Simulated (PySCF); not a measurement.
Cartesian coordinates in Å; atom numbers follow the order of the lines, from 1:
```xyz
13

N     2.4697   -0.1075   -0.2025
C     1.1708   -0.4601   -0.1312
O     0.8011   -1.6026    0.0485
C     0.2206    0.6797   -0.2901
F     0.8199    1.8473   -0.6444
C    -1.1008    0.6759   -0.1321
C    -1.9102   -0.4948    0.2797
Cl   -2.8145   -0.0648    1.7698
H     3.1694   -0.8236   -0.1042
H     2.7571    0.8430   -0.3587
H    -1.6343    1.6068   -0.2786
H    -2.6616   -0.7356   -0.4733
H    -1.2916   -1.3630    0.4995
```

Geometry: GFN2-xTB; GIAO shifts from PySCF 2.14, gas phase, non-relativistic, averaged over equivalent atoms.

At BHandHLYP/pcSseg-1 (168 basis functions, 40 s wall time on 1 thread of an Arm Neoverse N1, shared host):
| atoms | δ (ppm) |
| --- | --- |
| N1 | 110.9 |
| C2 | 168.7 |
| C4 | 160.2 |
| C6 | 133.3 |
| C7 | 43.0 |
| O3 | 397.2 |
| F5 | -128.5 |
| H11 | 6.34 |
| H10 | 5.91 |
| H12/H13 | 5.22 |
| H9 | 4.95 |

δ = σ(ref) − σ, references computed at the same level: NH3 for ¹⁵N (σ = 267.09 ppm); TMS for ¹³C (σ = 186.58 ppm) and ¹H (σ = 31.90 ppm); ¹⁷O (σ = 336.30 ppm) vs H2O; ¹⁹F (σ = 198.57 ppm) vs CFCl3.

Problem. Predict the values at HF/aug-pcSseg-1 on the same geometry.

Solution. 
```csv
atoms,δ at HF/aug-pcSseg-1,change
N1,92.4,-18.5
C2,173.3,+4.6
C4,157.6,-2.6
C6,136.2,+2.9
C7,39.7,-3.3
O3,355.9,-41.3
F5,-123.2,+5.3
H11,6.57,+0.23
H10,6.15,+0.24
H12/H13,5.18,-0.04
H9,5.37,+0.42
```

Scale: ¹⁵N (σref 258.53) vs NH3; TMS for ¹³C (σref 193.82) and ¹H (σref 32.09); H2O for ¹⁷O (σref 323.26); ¹⁹F (σref 234.88) vs CFCl3 (reference shieldings calculated alike).

The largest change is at O3 (amide-type carbonyl oxygen). Cost: 260 basis functions, 42 s wall time on 1 thread of an Arm Neoverse N1, shared host. The order of the carbon signals is the same at both levels.

Carbons that carry Cl, above all several Cl atoms, come out too deshielded, partly because spin–orbit coupling is missing. Hydrogen bonding in solution deshields acid and N–H amide carbonyl carbons by as much as 10 ppm beyond these values. Unscaled 19F shifts against computed CFCl3 carry errors that often reach 10 to 50 ppm. Unscaled 17O shifts of doubly bonded oxygen tend to come out too high, by tens of ppm or more. Experimental scales use liquid or dissolved standards, which lie at an offset from isolated NH3 (liquid NH3: subtract about 20 ppm) and H2O (liquid H2O: subtract about 36 ppm).
